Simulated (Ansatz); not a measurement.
Cost and result for the atomization energy of C₃H₁₁BSi (`CB[SiH2]CC`) (16 atoms, 15 bonds).

Cartesian coordinates in Å:
```
C -0.5955 -2.1996 0.0238
B -0.1360 -1.3194 1.2190
Si -0.1136 0.7003 1.2217
C -0.2304 1.4848 -0.4882
C 0.9876 1.1923 -1.3600
H -0.0579 -3.1490 -0.0547
H -1.6289 -2.4851 0.2877
H -0.6409 -1.7158 -0.9532
H 0.1406 -1.8805 2.2456
H -1.2697 1.1451 2.0639
H 1.1212 1.2001 1.9011
H -0.3636 2.5652 -0.3730
H -1.1426 1.1186 -0.9727
H 0.8953 1.6432 -2.3517
H 1.9027 1.5823 -0.9063
H 1.1317 0.1175 -1.5031
```

Charge 0, multiplicity 1. All single points use the PBE0-D4/def2-TZVP geometry. It is one conformer, not always the lowest. Program: Ansatz. All runs use 4 threads of an Intel Xeon Platinum 8375C on a shared host. Times are those of one run each, without the atoms' runs, and a repeat can differ threefold. Electronic energies, without spin–orbit coupling; frozen cores. CCSD(T)/CBS adds CCSD(T) − MP2 in def2-TZVPP to the MP2 limit, and its time is that of the two runs behind it. T1 = 0.011. B3LYP takes the VWN-RPA correlation (the form of Gaussian; ORCA's B3LYP/G).

CCSD(T)/CBS is a level of theory with its own doubt, some kJ/mol a heavy atom from the limit and from the frozen cores, so smaller differences don't rank the functionals.

```tsv
level	functions	wall time	atomization (kcal/mol)	difference from CCSD(T)/CBS	per bond
PBE0-D4/def2-TZVPP	320	3.2 s	1396.0	6.9	0.5
PBE-D4/def2-TZVPP (with forces)	320	3.3 s	1404.6	15.5	1.0
r2SCAN-D4/def2-TZVPP (with forces)	320	5.5 s	1396.1	7.0	0.5
B2PLYP/def2-TZVPP	320	6 s	1378.1	-11.0	-0.7
B3LYP-D4/def2-TZVPP (with forces)	320	6.5 s	1394.9	5.8	0.4
ωB97X-V/def2-TZVPP	320	9.5 s	1395.9	6.8	0.5
ωB97M-V/def2-TZVPP (with forces)	320	12 s	1395.2	6.1	0.4
MP2/def2-QZVPP	628	36 s	1382.0	-7.1	-0.5
CCSD(T)/def2-TZVPP	320	8.6 min	1360.9	-28.2	-1.9
CCSD(T)/CBS(def2)	–	9.2 min	1389.1	0.0	0.0
```

The D4 term adds +11.6 kcal/mol with B3LYP and +6.2 kcal/mol with PBE0; it sums over pairs of atoms, weighted by their polarisabilities, and B3LYP, whose exchange is more repulsive, gets the larger term. In def2-TZVPP, CCSD(T) changes the Hartree–Fock value by +285.7 kcal/mol (the triples alone add +13.2 kcal/mol) and MP2 by +290.2 kcal/mol; breaking electron pairs costs correlation energy, which Hartree–Fock lacks. From PBE to PBE0 (25 % exact exchange), in def2-TZVPP and without D4, the atomization energy moves by −7.5 kcal/mol: exact exchange takes away binding that semilocal exchange gives to molecules.
